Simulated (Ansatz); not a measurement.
A relaxation, step by step

C$_{2}$H$_{10}$Ge, singlet, PBE0-D4/def2-TZVP (Ansatz 0.2.0). Settings:

```yaml
hamiltonian: {xc: pbe0, dispersion: d4}
relax: {f_tol: 0.005, max_steps: 200}
```

Start, a step off a saddle point along its unstable mode:

```
13
angstrom
Ge -0.4835 -0.0602 1.5761
C 0.7755 -0.3113 -0.5133
C -0.0204 0.5621 -1.4887
H 0.0566 1.4378 1.2717
H -2.0297 0.0983 1.3688
H 0.1605 -0.4331 2.8441
H 0.0974 -0.8974 0.1471
H -0.6752 -1.7415 1.1052
H 1.0909 -1.2333 -0.9445
H 1.6614 0.2314 -0.0751
H -0.3633 1.4994 -1.0630
H 0.6108 0.8260 -2.3488
H -0.8810 0.0219 -1.8793
```

```json
{"step": "1", "energy less the last (meV)": "3068.0", "largest force component (eV/Å)": "2.224"}
{"step": "3", "energy less the last (meV)": "968.5", "largest force component (eV/Å)": "1.433"}
{"step": "5", "energy less the last (meV)": "189.3", "largest force component (eV/Å)": "0.476"}
{"step": "7", "energy less the last (meV)": "17.1", "largest force component (eV/Å)": "0.129"}
{"step": "9", "energy less the last (meV)": "11.9", "largest force component (eV/Å)": "0.036"}
{"step": "11", "energy less the last (meV)": "8.6", "largest force component (eV/Å)": "0.049"}
{"step": "13", "energy less the last (meV)": "7.7", "largest force component (eV/Å)": "0.020"}
{"step": "15", "energy less the last (meV)": "6.6", "largest force component (eV/Å)": "0.041"}
{"step": "17", "energy less the last (meV)": "5.1", "largest force component (eV/Å)": "0.029"}
{"step": "19", "energy less the last (meV)": "4.4", "largest force component (eV/Å)": "0.041"}
{"step": "21", "energy less the last (meV)": "3.5", "largest force component (eV/Å)": "0.041"}
{"step": "23", "energy less the last (meV)": "2.4", "largest force component (eV/Å)": "0.065"}
{"step": "25", "energy less the last (meV)": "1.6", "largest force component (eV/Å)": "0.012"}
{"step": "27 (rejected trial)", "energy less the last (meV)": "2.9", "largest force component (eV/Å)": "0.179"}
{"step": "29", "energy less the last (meV)": "1.1", "largest force component (eV/Å)": "0.004"}
{"step": "31 (rejected trial)", "energy less the last (meV)": "0.9", "largest force component (eV/Å)": "0.074"}
{"step": "33", "energy less the last (meV)": "0.3", "largest force component (eV/Å)": "0.041"}
{"step": "35", "energy less the last (meV)": "0.1", "largest force component (eV/Å)": "0.002"}
{"step": "37", "energy less the last (meV)": "0.0", "largest force component (eV/Å)": "0.016"}
{"step": "38", "energy less the last (meV)": "0.0", "largest force component (eV/Å)": "0.005"}
```

Step 11, positions (Å) and forces (eV/Å):

```json
{"atom": "Ge1", "x": "-1.045", "y": "-0.049", "z": "2.385", "Fx": "-0.017", "Fy": "0.017", "Fz": "0.017"}
{"atom": "C2", "x": "1.186", "y": "-0.427", "z": "-1.203", "Fx": "-0.028", "Fy": "-0.036", "Fz": "0.003"}
{"atom": "C3", "x": "0.120", "y": "0.487", "z": "-1.779", "Fx": "-0.012", "Fy": "0.049", "Fz": "0.028"}
{"atom": "H4", "x": "-0.136", "y": "0.965", "z": "1.678", "Fx": "0.007", "Fy": "0.013", "Fz": "0.002"}
{"atom": "H5", "x": "-2.490", "y": "0.471", "z": "2.385", "Fx": "0.020", "Fy": "-0.009", "Fz": "-0.004"}
{"atom": "H6", "x": "-0.571", "y": "-0.238", "z": "3.833", "Fx": "-0.004", "Fy": "-0.004", "Fz": "-0.013"}
{"atom": "H7", "x": "0.766", "y": "-1.111", "z": "-0.462", "Fx": "0.010", "Fy": "0.011", "Fz": "-0.008"}
{"atom": "H8", "x": "-0.982", "y": "-1.390", "z": "1.644", "Fx": "-0.005", "Fy": "-0.014", "Fz": "-0.002"}
{"atom": "H9", "x": "1.651", "y": "-1.035", "z": "-1.982", "Fx": "0.018", "Fy": "-0.005", "Fz": "-0.007"}
{"atom": "H10", "x": "1.979", "y": "0.142", "z": "-0.712", "Fx": "0.009", "Fy": "0.010", "Fz": "0.005"}
{"atom": "H11", "x": "-0.343", "y": "1.098", "z": "-0.998", "Fx": "0.012", "Fy": "-0.022", "Fz": "-0.041"}
{"atom": "H12", "x": "0.540", "y": "1.170", "z": "-2.523", "Fx": "-0.022", "Fy": "-0.022", "Fz": "0.018"}
{"atom": "H13", "x": "-0.675", "y": "-0.084", "z": "-2.265", "Fx": "0.011", "Fy": "0.011", "Fz": "0.002"}
```

Last step (38):

```xyz
13
angstrom
Ge -0.8578 0.0057 2.3217
C 1.1484 -0.3753 -1.1965
C -0.0744 0.3671 -1.7054
H 0.5098 0.6735 2.1278
H -1.9501 0.8878 1.7015
H -1.1350 -0.1687 3.8212
H 0.8693 -1.2928 -0.6728
H -0.8605 -1.3673 1.6372
H 1.8137 -0.6552 -2.0168
H 1.7258 0.2367 -0.4994
H -0.7415 0.6519 -0.8879
H 0.2055 1.2832 -2.2309
H -0.6533 -0.2465 -2.3996
```

The run took about 48 s on 8 CPU threads of an Arm Neoverse V1 (shared host).
